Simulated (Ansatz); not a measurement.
Calculated with Ansatz (gas phase, PBE0-D4/def2-TZVP geometries, no zero-point term in ΔE). CCSD(T)/CBS adds triple-zeta CCSD(T) − MP2 to the extrapolated MP2 energy (def2 sets, frozen cores). This one scheme is used for every species. DFT in def2-TZVPP. B3LYP here is the variant with VWN-RPA as its local correlation; programs differ in this. For Ge outer-core shells are correlated without core-valence functions, which leaves a few kJ/mol of doubt a bond. Scalar relativity is left out up to krypton. Each species was taken in one conformer, which may not be the lowest.

Reaction (ligand exchange at a Ge–C bond): `N[SiH2][CH2][GeH2][NH2]` + `C=N` → `C=[N][GeH2][NH2]` + `C[SiH2]N`

`N[SiH2][CH2][GeH2][NH2]`:

```xyz
15

N    -1.621    0.658    0.843
Si   -1.215    0.776   -0.838
C     0.072   -0.505   -1.244
Ge    1.647   -0.440   -0.089
N     1.072   -0.871    1.607
H    -1.981   -0.223    1.179
H    -2.147    1.417    1.250
H    -0.684    2.152   -1.037
H    -2.381    0.611   -1.761
H    -0.359   -1.508   -1.162
H     0.386   -0.373   -2.284
H     2.299    0.962   -0.209
H     2.693   -1.500   -0.486
H     0.402   -0.188    1.944
H     1.816   -0.966    2.285
```

`C=N`:

Cartesian coordinates in Å:
```
C -0.006 -0.218 0.324
N -0.185 -0.043 -0.912
H 0.361 0.547 1.018
H -0.227 -1.196 0.755
H 0.057 0.910 -1.185
```

`C=[N][GeH2][NH2]`:

Z-matrix (Å, degrees):
```
Ge
N 1 1.872
N 1 1.829 2 112.0
H 1 1.546 2 108.7 3 -119.4
H 1 1.534 2 106.9 3 117.6
C 2 1.258 1 118.8 3 121.3
H 3 1.011 1 114.0 2 63.3
H 3 1.011 1 114.4 2 -62.4
H 6 1.097 2 120.0 1 -179.5
H 6 1.104 2 124.9 1 0.6
```

`C[SiH2]N`:

Z-matrix (Å, degrees):
```
C
Si 1 1.871
H 1 1.093 2 111.2
H 1 1.094 2 110.5 3 119.8
H 1 1.093 2 111.2 3 -120.4
N 2 1.720 1 116.4 3 60.2
H 2 1.489 1 108.4 3 -179.4
H 2 1.489 1 108.4 3 -60.3
H 6 1.007 2 120.7 1 73.7
H 6 1.007 2 120.7 1 -73.5
```

| level | ΔE (kJ/mol) | difference from CCSD(T)/CBS |
| --- | --- | --- |
| PBE-D4 | -4.2 | -1.0 |
| r2SCAN-D4 | -7.9 | -4.7 |
| PBE0-D4 | -2.8 | 0.4 |
| B3LYP-D4 | -7.7 | -4.5 |
| ωB97X-V | -7.0 | -3.8 |
| ωB97M-V | -5.0 | -1.8 |
| B2PLYP | -13.4 | -10.2 |
| PBE | -10.4 | -7.2 |
| r2SCAN | -9.7 | -6.5 |
| PBE0 | -8.4 | -5.2 |
| B3LYP | -17.5 | -14.3 |
| HF/def2-TZVPP | -21.8 | -18.6 |
| MP2/def2-TZVPP | -4.6 | -1.4 |
| SCS-MP2/def2-TZVPP | -8.0 | -4.8 |
| CCSD/def2-TZVPP | -4.1 | -0.9 |
| CCSD(T)/def2-TZVPP | -2.7 | 0.5 |
| HF/def2-QZVPP | -23.2 | -20.0 |
| MP2/def2-QZVPP | -5.5 | -2.3 |
| SCS-MP2/def2-QZVPP | -8.9 | -5.7 |
| HF/CBS(def2) | -23.4 | -20.2 |
| MP2/CBS(def2) | -5.2 | -2.0 |
| CCSD/CBS(def2) | -4.6 | -1.4 |
| CCSD(T)/CBS | -3.2 | 0 |

Largest T1 diagnostic among the species: 0.012.

In def2-TZVPP, CCSD(T) changes the Hartree–Fock value by +19.2 kJ/mol (the triples alone add +1.4 kJ/mol) and MP2 by +17.2 kJ/mol. The D4 term adds +9.7 kJ/mol with B3LYP and +5.6 kJ/mol with PBE0; it sums over pairs of atoms, weighted by their polarisabilities, and B3LYP, whose exchange is more repulsive, gets the larger term.
